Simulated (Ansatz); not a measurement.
Breaking the Sn1–F2 bond in FHOSn (SMILES [OH][Sn][F]) (multiplicity 1 held, fragments rigid). Energies count from the point at 1.967 Å.
Geometry at that point (charge 0, multiplicity 1):
```json
[
 {"atom": "Sn", "x (Å)": "0.1713", "y (Å)": "0.0328", "z (Å)": "0.3222"},
 {"atom": "F", "x (Å)": "-0.2346", "y (Å)": "1.3104", "z (Å)": "-1.1166"},
 {"atom": "O", "x (Å)": "-0.6740", "y (Å)": "-1.5149", "z (Å)": "-0.5778"},
 {"atom": "H", "x (Å)": "-1.0605", "y (Å)": "-1.3171", "z (Å)": "-1.4404"}
]
```

Restricted levels (R-, RO-) in cc, def2 and unpolarised 6-31G sets keep to the state of the molecule at rest. Unrestricted levels (U-) break spin symmetry where that is lower. Curves can end on different states.

Correlated levels freeze the cores. Filled d and f shells under p-block atoms count as core.

Codes used: Ansatz (a quantum-chemistry and plane-wave program). Each number belongs to the level named beside it. In def2 rows elements past Kr take small-core potentials, without spin–orbit coupling.

Energies in eV.

```tsv
R (Å)	R-HF/def2-SVP	U-HF/def2-SVP	R-MP2/def2-SVP	U-MP2/def2-SVP	U-CCSD/def2-SVP	U-CCSD(T)/def2-SVP
1.573	3.25	3.25	3.52	3.52	3.49	3.53
1.770	0.50	0.50	0.61	0.61	0.60	0.61
1.967	0.00	0.00	0.00	0.00	0.00	0.00
2.163	0.39	0.39	0.32	0.32	0.33	0.31
2.360	1.09	1.09	0.98	0.98	0.98	0.95
2.655	2.20	2.20	2.07	2.07	2.06	2.01
2.950	3.19	3.11	3.06	4.02	3.07	3.03
3.441	4.49	3.39	4.36	5.01	4.25	4.24
3.933	5.45	3.46	5.33	5.20	4.73	4.78
4.523	6.27	3.48	6.14	5.25	4.85	4.91
5.310	6.98	3.49	6.73	5.27	4.88	4.94
6.293	7.49	3.49	6.88	5.27	4.88	4.94
```

Doubts at one or more of the structures used: a restricted determinant that unrestricted orbitals would lower (R-HF/def2-SVP, R-MP2/def2-SVP); a spin-contaminated determinant (U-HF/def2-SVP, U-MP2/def2-SVP, U-CCSD/def2-SVP, U-CCSD(T)/def2-SVP); other coupled-cluster roots lie near (U-CCSD/def2-SVP, U-CCSD(T)/def2-SVP); T1 above 0.05 (U-CCSD/def2-SVP, U-CCSD(T)/def2-SVP).
